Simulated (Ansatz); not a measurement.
Job for Ansatz (a program for electronic structure): U-CCSD(T)/def2-SVP on ClGeH3 (SMILES [Cl][GeH3]), a point of a bond scan (R = 1.533 Å). The run froze 19 orbitals, filled d shells among them.

Ansatz 0.2 input:
```yaml
crystal:
  periodic: [false, false, false]
  atoms:
    - {symbol: Ge, position_ang: [-0.68437382, 0.03163627, 0.00355747]}
    - {symbol: Cl, position_ang: [1.48817264, -0.06879314, -0.00773572]}
    - {symbol: H, position_ang: [-1.06958507, 1.46669244, -0.37372973]}
    - {symbol: H, position_ang: [-1.14315274, -0.32666519, 1.42174700]}
    - {symbol: H, position_ang: [-1.18623477, -0.98290436, -1.03034895]}
basis:
  gaussian:
    orbitals: def2-SVP
correlation: {method: ccsd_t, electrons: outside_noble_gas}
scf: {omitted_lower_state_checks: [cluster_reference]}
magnetization: {spin_polarized: true, initial_magnetization: 0}
```

**Question.** Give the final energy of this run.

**Answer.** -2536.5119 hartree (reference determinant -2536.2379, T1 diagnostic 0.009).
